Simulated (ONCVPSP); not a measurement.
**tellurium (Te): variants of one ONCV potential**

Base potential:

ONCVPSP 4.0.1 input, shortened (lines: element, Z, core and valence counts, functional; n l f; lmax; l rc ep ncon nbas qcut; lloc lpopt rc5 dvloc0; l nproj debl; icmod fcfact rcfact), PBE, scalar-relativistic:

```
  Te 52.00    6    5        4      upf
    1    0    2.00
    2    0    2.00
    2    1    6.00
    3    0    2.00
    3    1    6.00
    3    2   10.00
    4    0    2.00
    4    1    6.00
    4    2   10.00
    5    0    1.75
    5    1    4.25
    2
    0    1.35    0.00    4    7    8.10
    1    1.30    0.00    5    8   12.50
    2    0.90    0.00    4    9    9.00
    4    3    0.70    0.00
    0    2    0.30
    1    2    0.60
    2    2    0.50
    4    0.50    0.00
```

In the d channel the program set the typed energies aside and used -1.543, 0.250 Ha.

Cutoffs, loose and tight: the cutoffs (Ha) at which the residual kinetic energy of the hardest occupied pseudo-wave falls to 1 and 0.1 mHa per electron. They do not see the model core or the augmentation charge, which bear on the density cutoff. Test errors are all-electron minus pseudo excitation energies from the reference, over the configurations 4s2 4p6 4d10 5s2 5p4; 4s2 4p6 4d10 5s2 5p3; 4s2 4p6 4d10 5s2 5p2; 4s1 4p6 4d10 5s2 5p4. A dash means not determined; rows that change the core or the reference have their own tests.

| change | outcome | cutoff, loose | cutoff, tight | bound ghosts | GHOST(+) flags above zero | largest test error (meV) |
| --- | --- | --- | --- | --- | --- | --- |
| base | generated, projector energies reset by the program | 129 Ha | 358 Ha | none | s | -512 |
| p: rc 0.88 | generated, projector energies reset by the program | 129 Ha | 358 Ha | none | s | -533 |
| p: rc 1.04 | generated, projector energies reset by the program | 129 Ha | 358 Ha | none | s | -531 |
| p: rc 1.12 | generated, projector energies reset by the program | 129 Ha | 358 Ha | none | s | -525 |
| p: rc 1.2 | generated, projector energies reset by the program | 129 Ha | 358 Ha | none | s | -520 |
| p: rc 1.32 | generated, projector energies reset by the program | 129 Ha | 358 Ha | none | s | -509 |
| p: rc 1.44 | generated, projector energies reset by the program | 129 Ha | 358 Ha | none | s | -498 |
| p: rc 1.56 | generated, projector energies reset by the program | 129 Ha | 358 Ha | none | s | -490 |
| p: rc 1.66 | generated, projector energies reset by the program | 129 Ha | 358 Ha | none | s | -482 |
| p: rc 1.8 | generated, projector energies reset by the program | 129 Ha | 358 Ha | none | s | -479 |
| p: rc 1.92 | generated, projector energies reset by the program | 129 Ha | 358 Ha | none | s | -468 |

Reading the sweep of the p radius (base included, trends over the rows without a ghost): The loose cutoff stays near 129 Ha. The median size of the test errors (rows with all tests solved) rises from 3.3 meV at 0.88 to 4.8 meV at 1.92 bohr, with one reversal. More of the atom is replaced by a form fitted at one configuration, so other configurations suffer as the radius grows.
